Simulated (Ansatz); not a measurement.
(CdO)n off (charge -1): PBE-D4/def2-TZVPD single points in Ansatz on relaxed structures, gas phase. Each cluster is the lowest isomer that a short search found in that spin, judged at the geometry's level, and lower ones may exist. Core potentials for Cd, no spin–orbit coupling. HOMO and LUMO are taken over both spins. The spins of the ions were chosen, not always searched. A dash marks a value that wasn't run or was left out as unsound. The structures are stationary points that may keep the symmetry of their start. Remarks come from the PBE and PBE0 runs and from stability tests at other levels; not every state was tested. A HOMO above zero means that the electron is unbound at that level and held by the basis, or that self-interaction error raises the level; the energy of removing that electron tells which. HOMO above LUMO (over both spins in singlets and doublets, within one spin in higher multiplets; at PBE or PBE0), or a gap under 0.15 eV within one spin, warns that the state may not be the lowest or that an electron is smeared out.

```csv
species,atoms,state,geometry,HOMO (eV),LUMO (eV),gap (eV),vertical IE (eV),lowest of the spins relaxed,point group (within 0.1 Å),remarks
CdO2⁻ (with an O–O bond),3,doublet; oxidised ion triplet,B3LYP-D4/def2-TZVPD,1.51,–,–,2.03,–,–,"HOMO above zero at PBE or PBE0, gap within one spin near zero at PBE or PBE0 (neutral triplet), HOMO above zero (quartet)"
Cd4O4⁻ (with an O–O bond),8,doublet,PBE-D4/def2-SVPD,-0.77,-0.22,0.54,–,–,–,–
```

(1) Estimate the rows for Cd2O2⁻ (doublet; oxidised ion triplet, PBE0-D4/def2-TZVPD geometry).

(1) 
```csv
species,atoms,state,geometry,HOMO (eV),LUMO (eV),gap (eV),vertical IE (eV),lowest of the spins relaxed,point group (within 0.1 Å),remarks
Cd2O2⁻,4,doublet; oxidised ion triplet,PBE0-D4/def2-TZVPD,-0.50,-0.17,0.34,2.76,"doublet, of doublet/quartet",Cs,HOMO above zero (quartet)
```
